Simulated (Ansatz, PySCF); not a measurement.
This Ansatz (a program for electronic structure) input computes a CCSD(T)/cc-pVDZ energy:

Ansatz 0.2 input:
```yaml
crystal:
  periodic: [false, false, false]
  atoms:
    - {symbol: B, position_ang: [-0.03729675, -0.22940112, 0.44153024]}
    - {symbol: N, position_ang: [-1.22009342, 0.20408052, -0.19621032]}
    - {symbol: N, position_ang: [1.24644259, -0.04201465, -0.11571920]}
    - {symbol: H, position_ang: [-0.12665080, -0.77899114, 1.49933070]}
    - {symbol: H, position_ang: [-1.24762823, 0.67438679, -1.08509973]}
    - {symbol: H, position_ang: [-2.12639170, 0.06443911, 0.21115703]}
    - {symbol: H, position_ang: [1.42358494, 0.40787024, -0.99792933]}
    - {symbol: H, position_ang: [2.07912532, -0.35516046, 0.34839677]}
basis:
  gaussian:
    orbitals: cc-pVDZ
magnetization: {spin_polarized: false}
correlation: {method: ccsd_t, electrons: outside_noble_gas}
```

Write an input for the same energy in PySCF and say what it gives.


```python
from pyscf import gto, scf, mp, cc as ccmod

mol = gto.M(
    atom='''
    B    -0.03729675   -0.22940112    0.44153024
    N    -1.22009342    0.20408052   -0.19621032
    N     1.24644259   -0.04201465   -0.11571920
    H    -0.12665080   -0.77899114    1.49933070
    H    -1.24762823    0.67438679   -1.08509973
    H    -2.12639170    0.06443911    0.21115703
    H     1.42358494    0.40787024   -0.99792933
    H     2.07912532   -0.35516046    0.34839677
    ''',
    basis='cc-pvdz',
    charge=0,
    spin=0,
    verbose=4,
)

mf = scf.RHF(mol)
mf.conv_tol = 1e-10
mf.max_cycle = 100
mf.kernel()
mp2 = mp.MP2(mf, frozen=3).run()
cc = ccmod.CCSD(mf, frozen=3)
cc.max_cycle = 100
cc.kernel()
et = cc.ccsd_t()
print(f'E(CCSD(T)) = {cc.e_tot + et:.9f}')
```
It gives -137.06142 Eh, and Ansatz -137.06142 Eh, a difference of 0.00 mEh.
